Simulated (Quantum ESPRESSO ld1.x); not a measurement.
Tc3+, configuration [Kr] 4d4 (the NIST ground configuration).

Method: scalar-relativistic Kohn-Sham, BLYP, spin-unpolarised, spherical densities, point nucleus; computed with ld1.x of Quantum ESPRESSO 7.5.

Energy parts (eV):
total: -116580.1
kinetic: 120386.6
electron-nucleus: -279720.4
Hartree: 46234.1
exchange-correlation: -3480.4

Orbitals (lengths in bohr, moments of r in powers of bohr):
\begin{tabular}{lrrr}
orbital & occ. & eigenvalue (eV) & <r^4> \\ \hline
1s & 2 & -20903.7 & 6.517e-06 \\
2s & 2 & -3008.94 & 0.001197 \\
2p & 6 & -2696.52 & 0.0008573 \\
3s & 2 & -549.264 & 0.06039 \\
3p & 6 & -446.741 & 0.06616 \\
3d & 10 & -280.756 & 0.07014 \\
4s & 2 & -103.537 & 2.340 \\
4p & 6 & -75.2168 & 3.647 \\
4d & 4 & -35.0436 & 13.26 \\
\end{tabular}

The highest occupied level is 4d at -35.044 eV. The density falls to 0.001 e/bohr^3 at r = 3.28 bohr. For comparison, the ionisation energy in NIST's Atomic Spectra Database is 41 eV (theoretical). In exact Kohn-Sham theory the highest level is minus the ionisation energy, but local and semilocal functionals leave it too shallow, through self-interaction and a potential that decays too fast; potentials with the right tail come closer. Summed over all electrons, <r^2> = 26.33 bohr^2, which gives a Langevin (diamagnetic) susceptibility term of -20.9 x 10^-6 cm^3/mol.

Beside tabulated values, note that spin-unpolarised runs miss the spin-polarisation part of the exchange energy of open shells.
